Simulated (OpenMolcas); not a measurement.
**B3N3H6 (SMILES B1NBNBN1): methods side by side**

B3N3H6: 12 atoms, total charge 0, spin state singlet. SMILES: `B1NBNBN1`. The coordinates come from a PBE0-D4/def2-TZVP relaxation. This is one conformer, not always the lowest.

Each level gives the vertical energy of the triplet above the singlet (eV). The values are calculated.

```tsv
level	kind	program	value (eV)
HF/def2-SVP	Hartree–Fock	OpenMolcas	6.72
SVWN5/def2-SVP	LDA	OpenMolcas	6.21
PBE/def2-SVP	GGA	OpenMolcas	6.08
M06-L/def2-SVP	meta-GGA	OpenMolcas	6.42
```

The values span 6.08 to 6.72 eV. A triplet this far above the singlet is often a Rydberg-like or dissociative state; sets without diffuse functions put Rydberg states too high. The upper state's dipole differs much between rows, so they may not all be the same state.
